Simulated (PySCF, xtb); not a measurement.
C3H7BFN, SMILES CB(N)/C=C\F.

GFN2-xTB (xtb) at its own geometry gives an orbital gap of 4.38 eV and a dipole moment of 0.83 D.

Geometry: ωB97X-D3(BJ)/def2-SVP. The structure was generated by enumeration; whether it is a known compound was not checked. Other conformers were not sampled.

Problem. What does r2SCAN/def2-TZVP in PySCF give? (Estimate from the structure and the level; the computed values follow.)

Solution. gap 5.04 eV (levels -6.36 and -1.31 eV), dipole 0.13 D.
